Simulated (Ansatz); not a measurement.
`C=C=N[SiH](F)F` + `O[SiH3]` → `F[SiH](F)O[SiH3]` + `C=C=N` at 400 K and 1 bar (ligand exchange at the Si–N bond).

Computed with Ansatz on PBE0-D4/def2-TZVP structures; ΔE is electronic, products minus reactants. CCSD(T)/CBS is the MP2 limit (def2-TZVPP, def2-QZVPP) plus CCSD(T) − MP2 in def2-TZVPP, frozen cores. This one scheme is used for every species. Each species was taken in one conformer, which may not be the lowest.

```
           species  CCSD(T)/CBS energy (Eh)  H − E (kJ/mol)  S (J/(mol·K))
  `C=C=N[SiH](F)F`               -621.39174           164.3          388.1
         `O[SiH3]`               -366.69042           120.0          276.4
`F[SiH](F)O[SiH3]`               -855.55648           152.3          409.5
           `C=C=N`               -132.55079           133.3          267.3
```

H − E and S are ideal-gas, rigid-rotor, harmonic terms from PBE0-D4/def2-TZVP, for one conformer and one mirror image of each species. 1 Eh = 2625.50 kJ/mol, R = 8.31446 J/(mol·K).

Problem. By hand: ΔE, ΔH, ΔS and ΔG.

Solution. ΔE = (-855.55648) + (-132.55079) − (-621.39174) − (-366.69042) = -0.02511 Eh = -65.9 kJ/mol. Δ(H − E) = 152.3 + 133.3 − 164.3 − 120.0 = 1.3, so ΔH = -64.6 kJ/mol. ΔS = 409.5 + 267.3 − 388.1 − 276.4 = 12.3 J/(mol·K). ΔG = -64.6 − 400 × (12.3)/1000 = -69.5 kJ/mol.

Problem. By hand: the equilibrium constant, and the temperature at which ΔG would vanish if ΔH and ΔS stayed fixed.

Solution. log₁₀ K = −ΔG/(RT ln 10) = 9.1. ΔH and −TΔS have one sign here, so there is no such temperature.

The number of gas molecules stays the same, so ΔS is small and ΔH decides. A doubt of 5 kJ/mol in ΔE shifts log₁₀ K by 0.7 here. Other conformers and mirror images would add mixing entropy, several J/(mol·K) or more a flexible species. Modes under 60 cm⁻¹, often nearly free rotors, make the harmonic entropy too high. These are equilibria of isolated gas molecules and say nothing of rates. Largest T1 diagnostic: 0.015 (customary marks: 0.02 for closed shells, 0.045 for open ones).

ΔS is within the doubt of such terms, so its sign, and with it that verdict, could turn.
